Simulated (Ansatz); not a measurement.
Geometry optimisation, RKS B3LYP-D4/def2-SVP in Ansatz.

Input file:

```yaml
crystal:
  periodic: [false, false, false]
  atoms:
    - { symbol: "N", position_ang: [-1.306, 0.7982, 0.177] }
    - { symbol: Si, position_ang: [0.0533, -0.2153, -0.1429] }
    - { symbol: "N", position_ang: [0.3061, -1.2589, 1.2664] }
    - { symbol: Cl, position_ang: [-0.2406, -1.3901, -1.8294] }
    - { symbol: Se, position_ang: [1.9052, 1.0665, -0.5325] }
    - { symbol: H, position_ang: [-1.71122, 0.6029, 1.13786] }
    - { symbol: H, position_ang: [-2.11127, 0.48877, -0.47538] }
    - { symbol: H, position_ang: [-0.4672, -1.8493, 1.3741] }
    - { symbol: H, position_ang: [1.1392, -1.8739, 1.0794] }
    - { symbol: H, position_ang: [1.2201, 1.7313, -1.6995] }
basis:
  gaussian: { orbitals: def2-SVP }
hamiltonian:
  xc: b3lyp
  dispersion: d4
relax:
  f_tol: 0.015
  max_steps: 40
output:
  orbitals: {}
```

Launched with:

```bash
$ ansatz run input.yaml --threads 2 --pin off --max-ram 3072MiB --backend cpu --events-out ev --progress --plain --runs-dir out
```

Where does it end, and by what steps?

The run converged. The force dipped under the threshold on the way, but the program's further checks kept it going. After 14 steps the energy has fallen by 0.574 eV; N1 moved furthest, 0.54 Å.

| step | energy less start (eV) | largest force component (eV/Å) | accepted |
| --- | --- | --- | --- |
| 0 | 0.0000 | 2.983 | yes |
| 1 | -0.2826 | 0.975 | yes |
| 2 | -0.3812 | 0.708 | yes |
| 3 | -0.4791 | 0.297 | yes |
| 4 | -0.4099 | 1.112 | no |
| 5 | -0.5242 | 0.748 | yes |
| 6 | -0.5594 | 0.350 | yes |
| 7 | -0.5718 | 0.055 | yes |
| 8 | -0.5710 | 0.091 | no |
| 9 | -0.5731 | 0.030 | yes |
| 10 | -0.5735 | 0.018 | yes |
| 11 | -0.5737 | 0.012 | yes |
| 12 | -0.5738 | 0.007 | yes |
| 13 | -0.5738 | 0.007 | yes |
| 14 | -0.5739 | 0.005 | yes |

```xyz
10
Properties=species:S:1:pos:R:3
N -1.601 0.353 0.249
Si -0.056 -0.281 -0.151
N 0.406 -1.334 1.113
Cl -0.361 -1.128 -2.048
Se 1.755 1.134 -0.322
H -1.699 0.940 1.073
H -2.213 0.660 -0.501
H -0.288 -1.948 1.527
H 1.343 -1.720 1.160
H 1.500 1.425 -1.745
```

Whether the end is a true minimum wasn't checked by a vibrational analysis.

Run time: 35 s on 2 threads of Intel(R) Xeon(R) 6975P-C (Granite Rapids), on a shared host, peak memory 0.34 GiB.
